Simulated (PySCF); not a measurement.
## Xe (xenon, neutral) across methods

[Kr] 4d10 5s1 5p6 6s1, high-spin 3S determinant (an excited configuration). All numbers are calculated (PySCF 2.14, scalar relativity through the core potential, in aug-cc-pVDZ-PP with ECP28MDF (5s4p3d, 32 functions)).

```tsv
method	E (hartree)	mean ε 5p α (eV)	mean ε 5p β (eV)	mean ε 6s α (eV)	Σ⟨r²⟩ (bohr²)	⟨S²⟩
PBE	-328.5675	-12.263	-11.448	-1.684	75.63	2.000
UHF	-327.42969	-17.209	-14.109	-3.002	77.24	2.008
PBE0	-328.5716	-13.744	-12.431	-2.143	75.85	2.001
M06-2X	-328.4744	-15.137	-13.388	-2.784	76.68	2.014
r2SCANh	-328.6671	-13.324	-12.112	-1.980	75.98	2.003
BLYP	-328.5319	-11.994	-11.285	-1.507	75.65	2.000
LDA	-328.1356	-12.367	-11.653	-1.810	75.43	2.000
HSE06	-328.5711	-13.302	-12.028	-1.829	75.87	2.001
r2SCAN	-328.6834	-12.805	-11.767	-1.798	75.95	2.003
```

Energies and moments cover only the electrons outside the core potential. The outer electron is Rydberg-like, and this basis confines it to a smaller radius and binds it less than a complete one would.
